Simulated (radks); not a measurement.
The numbers below are computed, except where a source is named.
Species: Hg+. Configuration: [Xe] 4f14 5d10 6s1.

Code: a radial shooting solver on a logarithmic mesh with Libxc functionals. Model: Dirac Kohn-Sham, PBE, spin-unpolarised, spherical densities, finite nucleus; Fermi nuclear charge, rms radius 5.4648 fm.

Energy parts (eV):
part                       energy
total                  -534893.32
kinetic                 616628.50
electron-nucleus      -1348389.67
Hartree                 207028.97
exchange-correlation    -10161.12

Orbitals (lengths in bohr, moments of r in powers of bohr; r(max) is where P^2 peaks):
\begin{tabular}{lrrrrr}
orbital & occ. & eigenvalue (eV) & r(max) & <1/r> & <r^4> \\ \hline
1s1/2 & 2 & -83005.12 & 0.01022 & 97.50 & 3.998e-07 \\
2s1/2 & 2 & -14707.48 & 0.05937 & 24.02 & 0.00005791 \\
2p1/2 & 2 & -14115.92 & 0.04362 & 23.98 & 0.00003430 \\
2p3/2 & 4 & -12168.34 & 0.05111 & 19.41 & 0.00005385 \\
3s1/2 & 2 & -3496.653 & 0.1670 & 8.814 & 0.002101 \\
3p1/2 & 2 & -3229.141 & 0.1558 & 8.729 & 0.001827 \\
3p3/2 & 4 & -2797.761 & 0.1710 & 7.537 & 0.002547 \\
3d3/2 & 4 & -2353.207 & 0.1330 & 7.435 & 0.001683 \\
3d5/2 & 6 & -2260.768 & 0.1372 & 7.166 & 0.001859 \\
4s1/2 & 2 & -775.7713 & 0.3763 & 3.734 & 0.04682 \\
4p1/2 & 2 & -660.8710 & 0.3742 & 3.625 & 0.04977 \\
4p3/2 & 4 & -556.7148 & 0.4053 & 3.212 & 0.06864 \\
4d3/2 & 4 & -368.5333 & 0.3976 & 3.011 & 0.08119 \\
4d5/2 & 6 & -349.1125 & 0.4071 & 2.916 & 0.08945 \\
5s1/2 & 2 & -126.8577 & 0.8289 & 1.523 & 1.214 \\
4f5/2 & 6 & -106.9893 & 0.3644 & 2.553 & 0.1554 \\
4f7/2 & 8 & -102.7968 & 0.3689 & 2.516 & 0.1647 \\
5p1/2 & 2 & -88.9565 & 0.8736 & 1.396 & 1.715 \\
5p3/2 & 4 & -70.7160 & 0.9528 & 1.243 & 2.538 \\
5d3/2 & 4 & -19.9911 & 1.142 & 0.9199 & 10.90 \\
5d5/2 & 6 & -18.1178 & 1.179 & 0.8809 & 13.13 \\
6s1/2 & 1 & -14.7105 & 2.141 & 0.5071 & 80.17 \\
\end{tabular}

The highest occupied level is 6s1/2 at -14.710 eV. The density falls to 0.001 e/bohr^3 at r = 3.90 bohr.
